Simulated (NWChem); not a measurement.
Species: GaH$_{3}$S; SMILES [SH][GaH2]

Results from NWChem. Medium grid unless said otherwise, to which SCAN and Minnesota functionals are sensitive. The geometry was optimised at PBE0/def2-SVP. Hybrids' shares of exact exchange are those that their runs print; pure functionals count as 0. The functionals differ in more than this share.

| row | share of exact exchange | orbital gap (eV) |
|---|---|---|
| PBE/def2-SVP | 0.00 | 4.29 |
| revPBE/def2-SVP | 0.00 | 4.34 |
| B3LYP/def2-SVP | 0.20 | 5.69 |
| M05-2X/def2-SVP | 0.56 | withheld |
| Hartree-Fock/def2-SVP | 1.00 | 11.67 |

Problem. Fit a straight line of the last column on the one before it, predict the withheld value, and compare with the run.

Solution. 
1. Means of the 4 shown rows: x = 0.300, y = 6.498. Slope Σ(x − x̄)(y − ȳ)/Σ(x − x̄)² = 5.011/0.6800 = 7.369; intercept 4.287.
2. The shown rows scatter about the line by 0.045 (root mean square); the largest residual is -0.07, at B3LYP/def2-SVP.
3. At x = 0.56 (M05-2X/def2-SVP; inside the shown range) the line gives 8.41.
4. The run gives 8.10, -0.31 from the line, 6.9 times the scatter.
